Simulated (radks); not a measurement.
Results of a calculation; reference values are marked as such.
The gallium ion Ga11+, configuration [Ne] 3s2 3p5 3d2 4s1 (not the ground configuration). Code: a radial shooting solver on a logarithmic mesh with Libxc functionals. Model: Dirac Kohn-Sham, revPBE, spin-unpolarised, spherical densities, finite nucleus; open shells are shared between the two j in proportion to 2j + 1; Fermi nuclear charge, rms radius 3.9973 fm.

Spin-orbit splittings of the eigenvalues, e(l+1/2) - e(l-1/2), with zeta = 2 splitting/(2l+1) and mean radii in bohr:

shell  occ.  splitting (eV)  zeta (eV)  <r> j=l-1/2  <r> j=l+1/2
2p        6           27.74      18.50       0.1876       0.1911
3p        5           4.888      3.259       0.5850       0.5916
3d        2          0.8678     0.3471       0.5584       0.5603
4p        0           1.324     0.8826        1.304        1.314
